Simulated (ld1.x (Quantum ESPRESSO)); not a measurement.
What one change does to a pseudopotential (Ga (Z = 31), ultrasoft)

```
Element                 : Ga
Generator               : ld1.x (Quantum ESPRESSO) 7.5
Type                    : ultrasoft
Functional              : LDA (PZ)
Relativity              : scalar-relativistic
Frozen core             : [Ar]
Valence charge          : 13
Reference configuration : 3d10 4s2 4p0 (charge +1)
Partial waves           : 4s (bound): rcut 1.20, rcutus 1.70 bohr; 4s channel at -0.15 Ry: rcut 1.20, rcutus 1.70 bohr; 4p (bound, empty): rcut 2.10, rcutus 2.35 bohr; 4p channel at -0.2 Ry: rcut 2.10, rcutus 2.35 bohr; 3d (bound): rcut 0.55, rcutus 0.65 bohr; 3d channel at -1.15 Ry: rcut 0.55, rcutus 0.65 bohr
Local potential         : all-electron potential smoothed inside 0.75 bohr (lloc = -1)
Core correction         : Bessel-smoothed model core, default radius (core density twice the valence density)
Augmentation charge     : PSQ, inside the norm-conserving radii
```

All-electron outer shells of the reference configuration (LDA (PZ), scalar-relativistic, ld1.x):

```json
{"shell": "3p", "level (eV)": "-107.03", "outermost node (bohr)": "0.24", "outermost maximum (bohr)": "0.56"}
{"shell": "3d", "level (eV)": "-27.75", "outermost node (bohr)": "–", "outermost maximum (bohr)": "0.53"}
{"shell": "4s", "level (eV)": "-16.66", "outermost node (bohr)": "0.81", "outermost maximum (bohr)": "1.85"}
{"shell": "4p", "level (eV)": "-9.30", "outermost node (bohr)": "0.87", "outermost maximum (bohr)": "2.29"}
```

Change: waves 4s (bound): rcut 1.20, rcutus 2.02 bohr; 4s channel at -0.15 Ry: rcut 1.20, rcutus 2.02 bohr.

Cutoffs: the cutoffs (Ry, on a coarse ladder) from which the occupation-weighted sum of valence levels, in a spherical-Bessel basis at the reference potential, stays within 10 and 1 mRy of its value at 400 Ry; they do not see the model core or the augmentation charge, which bear on the density cutoff. Errors are all-electron minus pseudo energies relative to the spin-unpolarised reference configuration.

Task: What does the change do?

Result: The bound ghosts move from p, s to p; the errors of the 9 common tests hardly move.

```tsv
quantity	base	changed
cutoffs, loose and tight	over 300 Ry, over 300 Ry	not determined
bound ghosts	s, p	p (s not tested, overlap not positive)
error for 3d10 4s2 4p1, meV [ΔE -5.89 eV]	-1.3	-1.3
error for 3d10 4s1 4p0, meV [ΔE 21.50 eV]	-2.2	-2.3
error for 3d10 4s0 4p0, meV [ΔE 53.10 eV]	-6.5	-6.8
error for 3d10 4s1 4p2, meV [ΔE 0.72 eV]	-3.0	-2.6
error for 3d10 4s2 4p0.5, meV [ΔE -3.77 eV]	-0.3	-0.3
error for 3d9 4s2 4p2, meV [ΔE 14.51 eV]	-311	-310
error for 3d10 4s2 4p1.3, meV [ΔE -6.47 eV]	-1.7	-1.7
error for 3d10 4s2 4p1 (spin-polarised), meV [ΔE -6.02 eV]	-1.6	-1.6
error for 3d10 4s1 4p0 (spin-polarised), meV [ΔE 21.20 eV]	-2.5	-2.7
s: phases at 2.55 bohr within 0.05 rad from the reference energy up to (Ry; the scan ends near 5)	3.3	3.2
p: phases at 2.55 bohr within 0.05 rad from the reference energy up to (Ry; the scan ends near 5)	4.3	4.3
d: phases at 2.55 bohr within 0.05 rad from the reference energy up to (Ry; the scan ends near 5)	to the end of the scan	to the end of the scan
lowest overlap eigenvalue by channel	s 0.24, p 0.28, d 0.96	s -0.05, p 0.28, d 0.96
```

Changed file: the overlap operator is not positive definite in a basis up to 400 Ry (lowest eigenvalue s -0.05), so the file is unfit for use: the generalised eigenproblem breaks down once the basis is large enough, and its test numbers describe a broken file. A true bound ghost makes a file unfit for plane-wave use even where its test errors are small: the radial tests pick states by their node count and pass the ghost by.
